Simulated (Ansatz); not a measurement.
Coupled-cluster run, C₂H₅ClOSi (`Cl[SiH]1CCO1`).

```yaml
crystal:
  periodic: [false, false, false]
  atoms:
    - {symbol: Cl, position_ang: [-2.718765, -0.845167, -0.012939]}
    - {symbol: Si, position_ang: [-1.106721, 0.398554, 0.211404]}
    - {symbol: C, position_ang: [0.373917, 0.043997, -0.861913]}
    - {symbol: C, position_ang: [1.006763, -0.344082, 0.493403]}
    - {symbol: O, position_ang: [-0.072501, -0.049960, 1.421749]}
    - {symbol: H, position_ang: [-1.672273, 1.758710, 0.349189]}
    - {symbol: H, position_ang: [0.287714, -0.772523, -1.576177]}
    - {symbol: H, position_ang: [0.840754, 0.903834, -1.341200]}
    - {symbol: H, position_ang: [1.878559, 0.258103, 0.756141]}
    - {symbol: H, position_ang: [1.265753, -1.402667, 0.563243]}
basis:
  gaussian: {orbitals: def2-TZVPP}
correlation: {method: ccsd_t}
```

```sh
$ ansatz run in.yaml --threads 4 --pin off --events-out ev --progress --plain --max-ram 10444MiB
```

Log, shortened:

```
Functional definition: HF
1459 factors; integrals over basis functions are off by at most 1.2e-3 eV
mean field evaluation 1: about -24543.6119 eV, gradient 3.9e1 eV
mean field evaluation 2: about -24543.9475 eV, gradient 3.9e1 eV
mean field evaluation 4: about -24547.4480 eV, gradient 4.4e0 eV
mean field evaluation 8: about -24547.5152 eV, gradient 2.6e-1 eV
mean field -24547.51557440 eV, -902.1045584556 hartree, gradient 2.9e-6 eV, S^2 0.000000; 0 other end points of the search recorded, 0 dependent functions left out
13 core orbitals not correlated: weight in the atoms' cores, before any rotation towards them, 1.000 or more for the frozen orbitals, at most 0.000 for the correlated occupied ones
reference -24547.51557440 eV, -902.1045584556 hartree; 15, 15 occupied and 219, 219 virtual orbitals, 1459 factors
second order -23.83911035 eV of doubles, -0.00000000 eV of singles
cycle   1  -24.35383592 eV  change   -5.1e-1 eV  update   1.0e-1
cycle   2  -24.91275824 eV  change   -5.6e-1 eV  update   2.9e-2
cycle   3  -25.03358368 eV  change   -1.2e-1 eV  update   1.5e-2
cycle   4  -25.02353653 eV  change    1.0e-2 eV  update   3.3e-3
cycle   5  -25.02262258 eV  change    9.1e-4 eV  update   1.6e-3
cycle   6  -25.02326953 eV  change   -6.5e-4 eV  update   5.0e-4
cycle   7  -25.02302660 eV  change    2.4e-4 eV  update   2.0e-4
cycle   8  -25.02300157 eV  change    2.5e-5 eV  update   5.6e-5
cycle   9  -25.02301989 eV  change   -1.8e-5 eV  update   1.9e-5
perturbative correction -1.03866716 eV, -0.0381703142 hartree
Total energy: -24573.57726146 eV, -903.0623077897 hartree
```

Run time 2.1 min (4 threads of an Arm Neoverse V1 on a shared host); peak host memory 5 GiB.

Correlation energy per correlated electron: -0.869 eV. T1 diagnostic: 0.0110.
